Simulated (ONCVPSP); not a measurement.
Hf (Z = 72), ONCV: configuration errors across variants

- Element: hafnium
- Generator: ONCVPSP 4.0.1
- Type: optimised norm-conserving Vanderbilt (ONCV)
- Functional: PBE
- Relativity: non-relativistic
- Frozen core: [Kr] 4d10 4f14
- Valence charge: 12
- Reference configuration: 5s2 5p6 5d2 6s1 6p1
- Partial waves: 5s+6s: rc 1.95 bohr, ncon 4, nbas 8, qcut 7.6 1/bohr, 2 projectors; 5p+6p: rc 1.95 bohr, ncon 4, nbas 8, qcut 8.8 1/bohr, 2 projectors; 5d: rc 2.65 bohr, ncon 3, nbas 8, qcut 7.2 1/bohr, 2 projectors, debl 1 Ha
- Local potential: polynomial inside 1.65 bohr (lpopt 1, dvloc0 0 Ha)
- Core correction: Teter function fitted to the true core (icmod 2), fcfact 0.4

All-electron excitation energies from the reference (eV): (1) 5s2 5p6 5d2 6s2 6p0 -2.955; (2) 5s2 5p6 5d2 6s1 6p0 4.106; (3) 5s2 5p6 5d2 6s0 6p0 16.909; (4) 5s2 5p6 5d2 6s1.5 6p0 -0.106.

2 further variants failed, have other tests or too few solved ones, and are left out.

Errors AE − PS in meV (a dash: test not solved or not reliable):

| change | (1) | (2) | (3) | (4) | bound ghosts | GHOST(+) flags above zero |
| --- | --- | --- | --- | --- | --- | --- |
| base | +0.6 | +0.6 | +9.4 | +0.2 | none | none |
| s: qcut 4.6 | -0.1 | +0.6 | +7.8 | 0.0 | none | s |
| s: qcut 6.7 | +0.4 | +0.6 | +9.1 | +0.2 | none | s |
| s: qcut 8.3 | +0.6 | +0.6 | +9.6 | +0.2 | none | none |
| s: qcut 10.1 | +0.7 | +0.6 | – | +0.2 | none | s |

Task: Give the same row for: s: qcut 5.8.

Result: +0.3, +0.6, +8.7, +0.2; bound ghosts: none; GHOST(+) flags above zero: s.
